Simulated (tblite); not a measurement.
Compound: C₄H₇FNSi (doublet state).
Atom-mapped SMILES: `[CH3:1][Si:2]([F:3])[CH2:4][CH2:5][C:6]#[N:7]` (hydrogens: H8, H9, H10 on C1; H11, H12 on C4; H13, H14 on C5)

Cartesian coordinates in Å at the GFN2-xTB level; atoms count from 1:
```xyz
14
C4H7FNSi angstrom
C     -2.6353    0.5221    0.5185
Si    -1.0265   -0.2923    1.0985
F     -1.1105   -1.8425    0.5701
C      0.5582    0.3597    0.2506
C      1.7524   -0.5795    0.4531
C      2.8835   -0.1077   -0.3031
N      3.7568    0.2966   -0.9207
H     -2.7766    0.3472   -0.5469
H     -2.6229    1.5936    0.6876
H     -3.4947    0.1109    1.0382
H      0.8166    1.3554    0.6116
H      0.3636    0.4538   -0.8225
H      1.5051   -1.5889    0.1134
H      2.0297   -0.6290    1.5095
```

Method: GFN2-xTB as coded in tblite; computed harmonic values from a numerical Hessian at the method's own geometry, unscaled. Errors from tens to a few hundred cm⁻¹ against measured bands are possible. One conformer, not necessarily the lowest. Open shells enter through the occupations alone, without spin polarisation, and single modes of such species can be off by tens of per cent.

Harmonic wavenumbers (cm⁻¹): 46.2, 60.0, 85.1, 98.0, 169.8, 178.4, 228.0, 280.1, 388.2, 503.0, 679.0, 719.5, 749.3, 778.6, 829.7, 844.1, 906.7, 981.9, 1062.1, 1099.3, 1207.4, 1241.1, 1311.9, 1361.3, 1429.3, 1465.7, 1470.3, 1479.0, 2409.5, 2935.6, 2960.2, 2971.4, 2999.4, 3000.2, 3053.7, 3057.9.

A = 5551, B = 916.2, C = 833.5 MHz; mass 116.033 u (most abundant isotopes); point group C1, symmetry number 1; spin multiplicity 2.

Task: Zero-point energy?

Result: ½Σν̃ = 22520 cm⁻¹ = 64.39 kcal/mol.

Task: Give the ideal-gas entropy at 273.15 K and 1 bar in the rigid-rotor, harmonic-oscillator model (classical rotation).

Result: Translation 39.75, rotation 28.46, vibration 26.49, spin (R ln 2) 1.38: S = 96.1 cal/(mol K).

Task: And Cp and H(273.15 K) − H(0)?

Result: Cp = 30.86 cal/(mol K), of which vibrations give 22.91 (their classical limit is 36 R = 71.5); H(273.15 K) − H(0) = 5.74 kcal/mol without the zero-point energy, 3.57 from vibrations.

Task: Which modes carry the vibrational entropy at 273.15 K?

Result: 46.2 cm⁻¹: 4.80; 60.0 cm⁻¹: 4.28; 85.1 cm⁻¹: 3.60; 98.0 cm⁻¹: 3.32; 169.8 cm⁻¹: 2.27; 178.4 cm⁻¹: 2.18 cal/(mol K); the other 30 give 6.02 together.

Task: Blend soft modes into free rotors: weight 1/[1 + (100 cm⁻¹/ν̃)⁴] for the oscillator and the rest for a rotor with moment μB/(μ + B), μ = h/(8π²ν), B = 10⁻⁴⁴ kg m². What vibrational entropy results?

Result: 23.68 cal/(mol K) in place of 26.49, which changes −T·S at 273.15 K by +0.77 kcal/mol.

Task: What must be added to the electronic energy to get the Gibbs energy at 273.15 K and 1 bar?

Result: ZPE + [H(273.15 K) − H(0)] − T·S = 64.39 + 5.74 − 26.24 = 43.89 kcal/mol.

Hindered rotation and anharmonicity are outside this model. Other conformers, if any are populated, would add a mixing term that is left out. The structure is chiral; the term R ln 2 for an equal mix with its mirror image is left out.

The run took 0.5 s of wall time on Intel Xeon Platinum 8488C, one thread, shared host. This covers the Hessian and the dipole derivatives.
